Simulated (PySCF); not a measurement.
**One change at a time: excitation energies**

Computed, not measured: PySCF, TDDFT B3LYP/def2-SVPD, vertical, gas phase, core orbitals frozen in the response. Geometries: GFN2-xTB; one conformer of each isolated species. Triplets are in the Tamm–Dancoff approximation.

Parent: `FC1=CSC=P1`, with lowest singlet excitation energy 4.81 eV, LUMO energy -1.82 eV, S1–T1 gap 1.59 eV, lowest triplet energy 3.22 eV, mean static polarisability 75.2 au, HOMO energy -7.07 eV. Its spectrum: 4.81 eV (f 0.060); 5.12 eV (f 0.082); 5.39 eV (f 0.006); 5.54 eV (f 0.000); 5.74 eV (f 0.003).

Shifts from the parent:

```csv
change,SMILES,Δ S1 (eV),Δ LUMO (eV),Δ S1−T1 (eV),Δ T1 (eV),Δ α (au),Δ HOMO (eV)
H replaced by NMe2,CN(C)c1pc(F)cs1,-0.50,+0.95,-0.20,-0.31,+39.1,+1.55
H replaced by vinyl,C=Cc1pc(F)cs1,-0.93,-0.57,-0.07,-0.87,+31.8,+0.58
H replaced by CN,N#Cc1scpc1F,-0.24,-0.89,-0.06,-0.18,+18.5,-0.59
H replaced by CF3,Fc1pcsc1C(F)(F)F,-0.04,-0.55,-0.02,-0.01,+14.6,-0.48
H replaced by SiH3,Fc1csc([SiH3])p1,-0.16,-0.20,-0.01,-0.15,+28.6,+0.03
```

Predict the same shifts for this change: H replaced by CN (`N#Cc1pc(F)cs1`).

Δ lowest singlet excitation energy -0.55 eV, Δ LUMO energy -1.24 eV, Δ S1–T1 gap -0.07 eV, Δ lowest triplet energy -0.49 eV, Δ mean static polarisability +18.8 au, Δ HOMO energy -0.59 eV. Spectrum: 4.26 eV (f 0.097); 4.53 eV (f 0.149); 4.90 eV (f 0.005); 5.46 eV (f 0.000); 5.48 eV (f 0.002). S1 falls most with H replaced by vinyl (-0.93 eV); all changes lower it. S1 is simply the lowest singlet of each species and needn't be the same kind of state throughout. Over these 6 changes the shifts of S1 and of the HOMO–LUMO gap correlate with r = 1.00.
